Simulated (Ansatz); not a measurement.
HCl2HfO, doublet, at a GFN2-xTB geometry (such geometries of metal compounds can be far from the true shape) (the multiplicity is a formal guess) (core potentials on Hf). Base run: HF/def2-SV(P) (Ansatz, a first-principles code).

The Ansatz input:
Ansatz 0.2 input:
```yaml
crystal:
  periodic: [false, false, false]
  atoms:
    - {symbol: Hf, position_ang: [0.16946100, 0.02707656, 0.08253510]}
    - {symbol: Cl, position_ang: [-1.37580221, -1.56327809, 0.19059445]}
    - {symbol: Cl, position_ang: [-0.11392632, 1.79371172, -1.21627630]}
    - {symbol: O, position_ang: [1.47605822, -0.55850046, 1.22779791]}
    - {symbol: H, position_ang: [1.31572726, -1.39888069, 1.67168072]}
basis:
  gaussian:
    orbitals: def2-SV_P_.json
hamiltonian:
  xc: hf
magnetization: {spin_polarized: true, initial_magnetization: 1}
```
The basis file holds def2-SV(P) in the JSON format of the Basis Set Exchange.

The base run was repeated with changes; each row names its change, and settings that it needs were set with it.

```json
[
 {"change": "base", "basis functions": "77", "E (Eh)": "-1041.70986"},
 {"change": "basis = ANO-RCC-VDZP; relativity = none", "basis functions": "123", "E (Eh)": "-13761.04589"},
 {"change": "basis = x2c-TZVPall; relativity = spin-free X2C", "basis functions": "192", "E (Eh)": "-16072.70388"},
 {"change": "basis = ANO-RCC-VDZP; relativity = spin-free X2C", "basis functions": "123", "E (Eh)": "-16072.43553"},
 {"change": "basis = x2c-SVPall; relativity = spin-free X2C", "basis functions": "121", "E (Eh)": "-16071.48423"},
 {"change": "basis = x2c-TZVPall; relativity = spin-free X2C; nucleus = Gaussian", "basis functions": "192", "E (Eh)": "-16071.09775"},
 {"change": "basis = ANO-RCC-VDZP; relativity = spin-free X2C; nucleus = Gaussian", "basis functions": "123", "E (Eh)": "-16070.55348"},
 {"change": "basis = x2c-SVPall; relativity = none", "basis functions": "121", "E (Eh)": "-13913.24743"},
 {"change": "basis = x2c-SVPall; relativity = spin-free X2C; nucleus = Gaussian", "basis functions": "121", "E (Eh)": "-16069.94240"},
 {"change": "basis = x2c-TZVPall; relativity = none", "basis functions": "192", "E (Eh)": "-14911.45691"}
]
```

Totals shift with the method and basis; they matter in differences.

Ansatz warned in this series: the basis is contracted for relativity, which the run leaves out.

Basis sets contracted for a relativistic Hamiltonian are a mismatch without it, so the rows without relativity aren't non-relativistic limits. No row has spin-orbit coupling; sets with core potentials leave out the core electrons.
